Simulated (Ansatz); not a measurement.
Start from `[SiH3][O][SbH2]` and change one atom or group to get `[SiH3][O][SnH3]`.

Ansatz, PBE0-D4/def2-TZVP geometries, multiplicity 1. 

Elements past krypton have def2 core potentials.

```csv
property,`[SiH3][O][SbH2]`
HOMO energy (ωB97M-V/def2-TZVPP) / eV,-9.66
size of the dipole moment (B3LYP/def2-TZVPP) / D,1.79
HOMO energy (PBE0/def2-TZVPP) / eV,-7.52
"ideal-gas entropy at 298 K and 1 bar (rigid rotor, harmonic PBE0-D4/def2-TZVP) / J/(mol·K)",354
LUMO energy (PBE0/def2-TZVPP) / eV,-1.42
LUMO energy (ωB97M-V/def2-TZVPP) / eV,0.33
```

Q: Give the same properties after the change, and the shifts. (Estimate.)

A: Computed: 
```tsv
property	`[SiH3][O][SnH3]`	shift
HOMO energy (ωB97M-V/def2-TZVPP) / eV	-10.55	-0.89
size of the dipole moment (B3LYP/def2-TZVPP) / D	2.04	0.25
HOMO energy (PBE0/def2-TZVPP) / eV	-8.25	-0.73
ideal-gas entropy at 298 K and 1 bar (rigid rotor, harmonic PBE0-D4/def2-TZVP) / J/(mol·K)	367	13
LUMO energy (PBE0/def2-TZVPP) / eV	-0.76	0.66
LUMO energy (ωB97M-V/def2-TZVPP) / eV	0.76	0.43
```

With PBE0 the HOMO falls by 0.73 eV and the LUMO rises by 0.66 eV, so the gap widens by about 1.39 eV. PBE moves the HOMO by -0.42 eV and ωB97M-V by -0.89 eV. The zero-point energy changes by 17.5 kJ/mol with +3 modes. Dipoles are sizes alone; their direction can turn. Modes under 60 cm⁻¹, often nearly free rotors, make the harmonic entropy too high.

B3LYP here is the variant with VWN-RPA as its local correlation; programs differ in this.

Spin–orbit coupling is left out; it splits and shifts lone-pair levels of the heavy atoms by tenths of an eV.
